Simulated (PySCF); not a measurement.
## [Nd(NH3)2]3+ relaxed at several levels

Computed with PySCF 2.14.0, def2-SVP on the ligands, density fitting, scalar-relativistic core potentials, no spin-orbit coupling, vacuum. Each row is relaxed at its own level from the same template. Distances are means of the shortest metal–ligand contacts, charges and spins Mulliken's; removal energies are rigid, with the ligand's formal charge and no counterpoise, so too large; for an anion taken off a cation in vacuum most of it is the attraction of opposite charges, and multiply charged cations can part far more cheaply with an electron moved from ligand to metal. lcecp potentials hold a fixed number of 4f electrons in the core, out of states, spins and gaps.

```tsv
level	basis on the metal	point group	M–NH3 (Å)	charge on M (e)	removal of one NH3 (eV)	strongest infrared band, degenerate modes summed (cm⁻¹)	unstable modes (below −25 cm⁻¹)
TPSS	lcecp-1-SVP with ECP49	C1	2.457	2.09	4.48	–	not given
```

Task: What does the calculation give for PBE0, lcecp-1-SVP with ECP49?

Result: point group: C1, M–NH3 (Å): 2.434, charge on M (e): 2.13, removal of one NH3 (eV): 4.50, strongest infrared band, degenerate modes summed (cm⁻¹): 3305, unstable modes (below −25 cm⁻¹): 0.
```xyz
9

Nd    0.8951   -0.7432    0.0002
N    -0.1474    0.1240    2.0214
H     0.4301    0.7947    2.5694
H    -1.0424    0.6391    1.9019
H    -0.3910   -0.5948    2.7341
N    -0.1449    0.1254   -2.0222
H     0.3587   -0.1036   -2.9038
H    -1.1102   -0.2090   -2.2205
H    -0.2457    1.1592   -2.0804
```

Moved off a saddle point of the template and relaxed again: PBE0, TPSS. One start shape was tried for each, so a minimum needn't be the lowest isomer.
